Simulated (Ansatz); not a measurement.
```json
{"atom": "C", "x (Å)": "1.8422", "y (Å)": "0.0000", "z (Å)": "0.0000"}
{"atom": "C", "x (Å)": "1.3027", "y (Å)": "1.3027", "z (Å)": "0.0000"}
{"atom": "C", "x (Å)": "0.0000", "y (Å)": "1.8422", "z (Å)": "0.0000"}
{"atom": "C", "x (Å)": "-1.3027", "y (Å)": "1.3027", "z (Å)": "0.0000"}
{"atom": "C", "x (Å)": "-1.8422", "y (Å)": "0.0000", "z (Å)": "0.0000"}
{"atom": "C", "x (Å)": "-1.3027", "y (Å)": "-1.3027", "z (Å)": "0.0000"}
{"atom": "C", "x (Å)": "0.0000", "y (Å)": "-1.8422", "z (Å)": "0.0000"}
{"atom": "C", "x (Å)": "1.3027", "y (Å)": "-1.3027", "z (Å)": "0.0000"}
{"atom": "H", "x (Å)": "2.9272", "y (Å)": "0.0000", "z (Å)": "0.0000"}
{"atom": "H", "x (Å)": "2.0699", "y (Å)": "2.0699", "z (Å)": "0.0000"}
{"atom": "H", "x (Å)": "0.0000", "y (Å)": "2.9272", "z (Å)": "0.0000"}
{"atom": "H", "x (Å)": "-2.0699", "y (Å)": "2.0699", "z (Å)": "0.0000"}
{"atom": "H", "x (Å)": "-2.9272", "y (Å)": "0.0000", "z (Å)": "0.0000"}
{"atom": "H", "x (Å)": "-2.0699", "y (Å)": "-2.0699", "z (Å)": "0.0000"}
{"atom": "H", "x (Å)": "0.0000", "y (Å)": "-2.9272", "z (Å)": "0.0000"}
{"atom": "H", "x (Å)": "2.0699", "y (Å)": "-2.0699", "z (Å)": "0.0000"}
```

Basis set: def2-TZVP (spherical functions). Charge 0, multiplicity 1.

Computed with Ansatz (development build ahead of 0.2.0); each method stands on the lowest determinant of its kind that the runs found. Restricted functionals stand beside restricted open-shell atoms, which can lie above the unrestricted atoms usual in DFT and then raise those values.

**Question.** Give the atomization energy at this shape (free ground-state atoms in the same class of orbitals less the molecule, no zero-point energy) of singlet C₈H₈ by ωB97X (unrestricted), PBE0 (unrestricted), PBE0 (restricted), UHF, RHF.

**Answer.**

| method | atomization energy |
| --- | --- |
| ωB97X (unrestricted) | 76.30 eV |
| PBE0 (unrestricted) | 77.45 eV |
| PBE0 (restricted) | 77.07 eV |
| UHF | 57.74 eV |
| RHF | 56.43 eV |

Caution: the shape is not the minimum. Caution for ωB97X (unrestricted), PBE0 (unrestricted), UHF: the unrestricted determinant is a mixture of spin states. Caution for PBE0 (restricted), RHF: an unrestricted determinant lies well below.
